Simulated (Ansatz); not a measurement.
Ansatz (a program for electronic structure) input file for Sb(OH)2(TeH) (H3O2SbTe), SMILES [OH][Sb]([OH])[TeH], CAM-B3LYP/def2-SVPD. Geometry optimised at PBE-D3(BJ)/def2-SVP. The structure was generated by enumeration; whether it is a known compound was not checked. The def2 effective core potentials stand for the cores of Sb, Te; spin–orbit coupling is left out. The values are those of a single conformer.

Ansatz 0.2 input:
```yaml
crystal:
  periodic: [false, false, false]
  atoms:
    - {symbol: Sb, position_ang: [-0.80433316, 0.34640263, 0.87599552]}
    - {symbol: O, position_ang: [-2.26653327, -0.48240258, -0.23509292]}
    - {symbol: H, position_ang: [-2.09643750, -0.32932752, -1.18707454]}
    - {symbol: O, position_ang: [-0.71545747, 2.22270442, 0.15090631]}
    - {symbol: H, position_ang: [-0.36653037, 2.19556292, -0.76456777]}
    - {symbol: Te, position_ang: [1.25119685, -0.65437398, -0.80329980]}
    - {symbol: H, position_ang: [2.27764858, 0.57226254, -0.27904614]}
basis:
  gaussian:
    orbitals: def2-SVPD
hamiltonian:
  xc: {name: CAM-B3LYP}
```

Program output:

```
WARN ansatz: RAYON_NUM_THREADS=1 ignored (pool sized by the plan → 1); use --threads N
Functional definition: CAM-B3LYP
integrals: 0.10 GiB planned
1356 factors; their error is unknown
integrals: 0.13 GiB planned
495 factors; integrals over basis functions are off by at most 3.7e-5 eV
mean field: 0.89 GiB planned
mean field evaluation 1: about -17960.3931 eV, gradient 7.2e1 eV
mean field evaluation 2: about -17937.7648 eV, gradient 1.3e2 eV
mean field evaluation 4: about -17970.1607 eV, gradient 3.3e0 eV
mean field evaluation 8: about -17970.1938 eV, gradient 1.6e-1 eV
mean field evaluation 16: about -17970.3563 eV, gradient 2.1e-4 eV
mean field -17970.35631026 eV, -660.3984136571 hartree, gradient 2.1e-5 eV, S^2 0.000000; 0 other end points of the search recorded, 0 dependent functions left out
reference -17970.35645103 eV, -660.3984188304 hartree; 33, 33 occupied and 104, 104 virtual orbitals, 1356 factors
Total energy: -17970.35645103 eV, -660.3984188304 hartree
```

The calculation finished and met its thresholds.

Cost: about 6 core-seconds (a rough figure).
